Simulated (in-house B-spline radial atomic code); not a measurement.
How numerical settings move a run on neutral aluminium, [Ne] 3s2 3p1. Computed with a B-spline radial code for spherical atoms: non-relativistic AM05, spin-polarised, spherical fractional occupations, point nucleus.

Command:
```bash
python run_scf.py task.json out
```
Settings of the sound reference run:
```
Z                13
electrons        13
configuration    [Ne] 3s2 3p1
hamiltonian      nr
method           am05
spin_polarised   True
knot_spacing     0.22
spline_order     8
gauss_points     12
box_radius       50
max_iterations   70
damping          0.5
damped_steps     3
diis_vectors     10
tolerance        1e-08
start            Thomas-Fermi
```

Time taken, with all properties: 0.29 s on 1 thread of Arm Neoverse N1 (shared host).

It converges in 10 iterations to -241.424109 hartree, with 3p up at -2.95327 eV. The other runs change the listed settings, some to values that make no sense; their results aren't properties of the atom or ion. Radii are in bohr (the nuclear one in fm), a minus after a letter asks for a j subshell, and «unchanged» means within 1e-8 hartree. The run stops when the residual is below 10 × tolerance × max(1, Z/10), or a noise floor if that is larger, and the energy moves by less than 1e-8 × √|E| hartree; so very loose and very tight tolerances often act alike.

```tsv
changed settings	outcome
knot_spacing = 0.4	converged in 10 iterations, energy +2.10e-05 hartree from the reference, 3p up level -1.0e-05 eV
knot_spacing = 0.1	converged in 10 iterations, energy -6.02e-07 hartree from the reference, 3p up level -8.4e-06 eV
damped_steps = 30	converged in 21 iterations, energy unchanged
knot_spacing = 2	converged in 10 iterations, energy +1.39e+01 hartree from the reference, 3p up level -6.5e-01 eV
spline_order = 10, box_radius = 3, max_iterations = 60	converged in 8 iterations, energy +1.37e+00 hartree from the reference, 3p up level +2.2e+01 eV (the program warns: 3p up has a positive eigenvalue: unbound, held by the box; 3s up has a positive eigenvalue: unbound, held by the box)
max_iterations = 12	converged in 10 iterations, energy unchanged
damped_steps = 1	converged in 9 iterations, energy unchanged, 3p up level -3.6e-07 eV
knot_spacing = 0.15	converged in 10 iterations, energy -5.67e-07 hartree from the reference, 3p up level -7.2e-06 eV
first_knot = 7.69e-06, max_iterations = 12	converged in 8 iterations, energy -1.12e-07 hartree from the reference, 3p up level -1.3e-04 eV
knot_spacing = 0.55	converged in 10 iterations, energy +1.34e-03 hartree from the reference, 3p up level -1.5e-04 eV
spline_order = 7, box_radius = 200, max_iterations = 75	converged in 10 iterations, energy -2.29e-07 hartree from the reference, 3p up level -5.8e-06 eV
knot_spacing = 1.4	converged in 10 iterations, energy +6.94e+00 hartree from the reference, 3p up level -3.5e-01 eV
max_iterations = 2	not converged after 2 iterations, last residual 7.7e-02, last energy +1.61e-01 hartree from the reference
max_iterations = 5	not converged after 5 iterations, last residual 1.1e-03, last energy +7.36e-05 hartree from the reference
electrons = 21, configuration = [Ne] 3s2 3p1 5s2 5p6, max_iterations = 60	converged in 12 iterations to -240.6741 hartree, a different physical problem (warning: 3p up has a positive eigenvalue: unbound, held by the box)
knot_spacing = 1	converged in 10 iterations, energy +4.91e-01 hartree from the reference, 3p up level -1.8e-02 eV
damped_steps = 0	converged in 8 iterations, energy unchanged, 3p up level -2.2e-06 eV
```

Q: What happens with gauss_points = 3, max_iterations = 50, damping = 0.2?

A: Converged in 11 iterations, energy -6.74e+04 hartree from the reference, 3p up level +1.3e+00 eV.

Q: What happens with knot_spacing = 0.3?

A: Converged in 10 iterations, energy +1.58e-06 hartree from the reference, 3p up level +2.3e-05 eV.

Q: What happens with damped_steps = 8?

A: Converged in 13 iterations, energy unchanged, 3p up level +9.6e-07 eV.

Q: What happens with max_iterations = 3?

A: Not converged after 3 iterations, last residual 1.1e-02, last energy +5.92e-03 hartree from the reference.
